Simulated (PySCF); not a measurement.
Vertical excitations of a molecule C4H8OS from TDDFT-LC-ωPBE/def2-SVPD run with PySCF, as energy in eV (oscillator strength): 4.76 (0.000), 6.07 (0.004), 6.08 (0.080), 7.50 (0.053), 7.71 (0.142), 8.02 (0.000), 8.07 (0.001), 8.34 (0.003), 8.48 (0.057), 8.84 (0.001). Lowest triplet (TDA): 4.23 eV. The structure is a stationary point at B3LYP-D3(BJ)/def2-SVP. A frequency run showed that this geometry is not a minimum. One conformer was computed; it need not be the lowest.

Pick the molecule that these values belong to.
A. CC[C@H]1OCS1
B. C=COCSC
C. CC(=O)[C@H](C)S
D. CCSC(C)=O

D, CCSC(C)=O
